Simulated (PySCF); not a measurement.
B3LYP has the VWN-RPA correlation part, as in Gaussian. Excitations are Tamm–Dancoff values on a coarser integration grid. The basis has no diffuse functions, so Rydberg states are missing or too high.

Cartesian coordinates (Å):
SMILES: [SH][Sn]([SH])([SH])[SH]
```xyz
9

S      0.1143     2.2769     0.7534
Sn     0.0254    -0.0144    -0.0042
S     -1.1164    -1.5745     1.4434
S     -1.2106     0.0084    -2.0788
S      2.3162    -0.7669    -0.1373
H     -1.1861     2.4896     0.4815
H     -0.1080    -1.5923     2.3338
H     -1.3416    -1.3305    -2.0952
H      2.7273     0.3714    -0.7249
```
Charge 0, multiplicity 1.

Give the LUMO, HOMO–LUMO gap, S1–T1 gap (TDA), HOMO and S1 excitation (TDA) at the level B3LYP-D3(BJ)/def2-TZVP (PySCF).


```yaml
LUMO: -2.48 eV
HOMO–LUMO gap: 4.95 eV
S1–T1 gap (TDA): 0.38 eV
HOMO: -7.43 eV
S1 excitation (TDA): 4.03 eV
```
